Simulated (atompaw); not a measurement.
## Scattering properties, PAW (atompaw) potential for Ti

atompaw 4.2.0.5 input, output lines left out:

```
Ti 22
GGA-PBE scalarrelativistic loggrid 1500 logderivrange -7 5 301
4 4 3 0 0 0
4 1 0
3 2 2
0 0 0
c
c
v
v
c
v
v
v
2
2.10 2.05 1.70 1.20
n
n
y
4.85
n
bloechl besselshape
3 0 troulliermartins
```

The phase is arctan(r·u′/u) with u = r·R(r), unwrapped; energies in Ry, scanned from -7 to 5 Ry. A pole is an energy at which the radial function vanishes at the test radius. The pseudo phase is shifted by a multiple of π to meet the all-electron one at the reference energy, and phase errors are pseudo minus all-electron; the curves can meet again beyond the range given. Levels narrower than the energy grid can be missing from the lists of poles.

Q: For each channel, where are the poles, and over which energies does the pseudopotential scatter like the atom?

A:

| channel | radius (bohr) | reference energy (Ry) | poles, all-electron | poles, pseudo | unbroken range about the reference energy with phases within 0.05 rad | phase error 1 Ry above the reference energy (rad) |
| --- | --- | --- | --- | --- | --- | --- |
| s | 2.11 | -0.33 | -4.44 | -4.44, 4.80 | the whole range | -0.007 |
| p | 2.11 | -0.11 | -2.58 | -2.58 | the whole range | -0.000 |
| d | 2.11 | -0.31 | 0.33 | 0.34 | the whole range | +0.002 |

Phases in the d channel:

| E (Ry) | all-electron | pseudo |
| --- | --- | --- |
| -7.00 | 1.391 | 1.391 |
| -6.76 | 1.388 | 1.388 |
| -6.52 | 1.384 | 1.385 |
| -6.28 | 1.381 | 1.381 |
| -6.04 | 1.377 | 1.377 |
| -5.80 | 1.373 | 1.373 |
| -5.56 | 1.368 | 1.369 |
| -5.32 | 1.364 | 1.364 |
| -5.08 | 1.359 | 1.359 |
| -4.84 | 1.353 | 1.354 |
| -4.60 | 1.347 | 1.348 |
| -4.36 | 1.341 | 1.342 |
| -4.12 | 1.334 | 1.335 |
| -3.88 | 1.326 | 1.327 |
| -3.64 | 1.317 | 1.318 |
| -3.40 | 1.307 | 1.308 |
| -3.16 | 1.296 | 1.297 |
| -2.92 | 1.284 | 1.285 |
| -2.68 | 1.269 | 1.270 |
| -2.44 | 1.251 | 1.252 |
| -2.20 | 1.229 | 1.230 |
| -1.96 | 1.202 | 1.203 |
| -1.72 | 1.165 | 1.167 |
| -1.48 | 1.115 | 1.117 |
| -1.24 | 1.039 | 1.041 |
| -1.00 | 0.908 | 0.910 |
| -0.76 | 0.633 | 0.635 |
| -0.52 | -0.044 | -0.042 |
| -0.28 | -0.922 | -0.922 |
| -0.04 | -1.328 | -1.327 |
| 0.20 | -1.508 | -1.507 |
| 0.44 | -1.610 | -1.609 |
| 0.68 | -1.680 | -1.678 |
| 0.92 | -1.736 | -1.733 |
| 1.16 | -1.784 | -1.782 |
| 1.40 | -1.832 | -1.829 |
| 1.64 | -1.882 | -1.878 |
| 1.88 | -1.938 | -1.933 |
| 2.12 | -2.005 | -1.999 |
| 2.36 | -2.090 | -2.083 |
| 2.60 | -2.204 | -2.196 |
| 2.84 | -2.366 | -2.354 |
| 3.08 | -2.601 | -2.587 |
| 3.32 | -2.934 | -2.919 |
| 3.56 | -3.334 | -3.322 |
| 3.80 | -3.698 | -3.691 |
| 4.04 | -3.965 | -3.962 |
| 4.28 | -4.147 | -4.146 |
| 4.52 | -4.271 | -4.271 |
| 4.76 | -4.361 | -4.361 |
| 5.00 | -4.427 | -4.427 |
